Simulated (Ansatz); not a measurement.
`C[SiH2]CCCl`. Total charge 0; spin multiplicity 1.

| atom | x (Å) | y (Å) | z (Å) |
| --- | --- | --- | --- |
| C1 | 0.1579 | -1.8582 | 0.7179 |
| Si2 | 1.0684 | -0.5186 | -0.2179 |
| C3 | -0.1107 | 0.7938 | -0.8872 |
| C4 | -0.8710 | 1.5133 | 0.1968 |
| Cl5 | -1.9770 | 2.7645 | -0.4615 |
| H6 | -0.5909 | -2.3379 | 0.0827 |
| H7 | 0.8519 | -2.6293 | 1.0601 |
| H8 | -0.3507 | -1.4555 | 1.5971 |
| H9 | 1.8047 | -1.1076 | -1.3701 |
| H10 | 2.0616 | 0.1367 | 0.6806 |
| H11 | 0.4717 | 1.5106 | -1.4740 |
| H12 | -0.8089 | 0.3141 | -1.5806 |
| H13 | -1.5024 | 0.8378 | 0.7736 |
| H14 | -0.2046 | 2.0364 | 0.8826 |

(1) Give the diagnostics of a CCSD(T)/def2-TZVPP run (frozen core, the Gaussian-basis code of Ansatz). (Estimate.)

Results:

(1) Computed: T1 = 0.0095, largest single amplitude 0.009, largest double 0.016, (T) share of the correlation energy 3.8 %, 8 CCSD cycles. The RHF solution is stable towards an unrestricted one. T1 lies under the customary mark of 0.02 for closed shells.
